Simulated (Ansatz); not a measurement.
`O[SiH](F)[SiH2][SiH3]`, relaxed with RKS PBE-D4/def2-SVP in Ansatz from a rough embedded geometry. The force threshold is 0.03 eV/Å; the program also tests the step.

Total charge 0; spin multiplicity 1.

Start:

```xyz
12

O     0.401    2.613    1.225
Si    0.061    1.040    1.131
F     1.151    0.297    2.037
Si    0.128    0.218   -1.073
Si   -0.495   -1.906   -0.870
H     1.266    2.821    1.769
H    -1.291    0.817    1.710
H    -0.805    0.995   -1.940
H     1.510    0.385   -1.592
H    -0.548   -2.565   -2.174
H    -1.845   -2.015   -0.217
H     0.468   -2.701   -0.006
```

(1) By how much does the energy fall, and how many steps does the optimiser take? (An estimate is asked.)

(2) Which bonds change most? (An estimate is asked.)

(3) Give the relaxed structure. (An estimate is asked.)

Answers

(1) Computed: 44.81 kJ/mol, in 22 steps, 3 of them rejected.

(2) Ansatz gave: Si4–Si5 from 2.223 to 2.351 Å; O1–H6 from 1.043 to 0.973 Å; O1–Si2 from 1.612 to 1.671 Å; Si2–F3 from 1.600 to 1.648 Å.

(3) Computed: 
```xyz
12

O     0.756    2.530    1.516
Si   -0.114    1.129    1.246
F     0.491   -0.107    2.154
Si    0.000    0.329   -0.968
Si   -0.348   -1.995   -0.885
H     1.641    2.559    1.112
H    -1.496    1.422    1.742
H    -1.025    1.017   -1.832
H     1.369    0.624   -1.534
H    -0.435   -2.597   -2.262
H    -1.631   -2.278   -0.150
H     0.792   -2.632   -0.139
```
